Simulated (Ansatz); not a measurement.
**A small benchmark: atomisation enthalpy at 298 K**

8 molecules with two or more fluorines; the atomisation enthalpy at 298 K in kJ/mol, computed less measured. Shapes, held fixed at every level: PBE0-D4/def2-TZVP. Flexible molecules stand in one conformer, not always the lowest. Thermal terms are harmonic and unscaled (PBE0-D4/def2-TZVP); the spin-orbit lowering of the free atoms is taken from their spectra. Programs: Ansatz 0.2.0. Measured values: Active Thermochemical Tables, CRC Handbook of Chemistry and Physics, NIST-JANAF tables.

Levels: A = PBE-D4/def2-TZVPP; B = B3LYP-D4/def2-TZVPP; C = B2PLYP/def2-TZVPP; D = MP2/def2-SVP.

```tsv
molecule	from tabulated heats	A	B	C	D
CF4 (tetrafluoromethane)	1968	+113	-30	-30	+20
C2ClF3 (chlorotrifluoroethylene)	2299	+178	-14	-32	-23
PF5 (pentafluorophosphorane)	2308	+46	-67	-61	-211
C2Cl3F3 (1,1,2-trichlorotrifluoroethane)	2753	+195	-46	-64	-37
C2H3F3 (1,1,2-trifluoroethane)	3057	+47	-77	-97	-134
C2H3F3O (2,2,2-trifluoroethanol)	3463	+136	-31	-50	-72
C3H3F3 (3,3,3-trifluoropropene)	3657	+160	-6	-30	-44
C3H4F4O (2,2,3,3-tetrafluoro-1-propanol)	4651	+200	-23	-55	-82
```

Sum up the errors.


```json
{"level": "PBE-D4/def2-TZVPP", "kind": "GGA", "mean error": "+134.4", "mean absolute error": "134.4", "worst case": "C3H4F4O"}
{"level": "B3LYP-D4/def2-TZVPP", "kind": "global hybrid", "mean error": "-36.8", "mean absolute error": "36.8", "worst case": "C2H3F3"}
{"level": "B2PLYP/def2-TZVPP", "kind": "double hybrid", "mean error": "-52.4", "mean absolute error": "52.4", "worst case": "C2H3F3"}
{"level": "MP2/def2-SVP", "kind": "perturbation theory", "mean error": "-72.9", "mean absolute error": "77.9", "worst case": "PF5"}
```

On this set B3LYP-D4/def2-TZVPP has the smallest mean absolute error and PBE-D4/def2-TZVPP the largest. PBE-D4/def2-TZVPP is too high in 8 of 8; B3LYP-D4/def2-TZVPP is too low in 8 of 8; B2PLYP/def2-TZVPP is too low in 8 of 8; MP2/def2-SVP is too low in 7 of 8. The heats of C2ClF3, PF5, C2Cl3F3, C2H3F3O, C3H3F3, C3H4F4O come from older tables and can be uncertain by 10 kJ/mol or more. Heats of the atoms come from ATcT where it has them. The levels differ in basis as well as in method. With so many references in doubt the order of the levels isn't settled. The tabulated value of C2H3F3 is in doubt (older tables, estimates, or at odds with other calculations) and kept here. Over the 7 molecules whose values aren't doubted the mean absolute errors are A 146.9; B 31.0; C 46.0; D 69.9. Correlated wave functions converge slowly with the basis. The set is small.
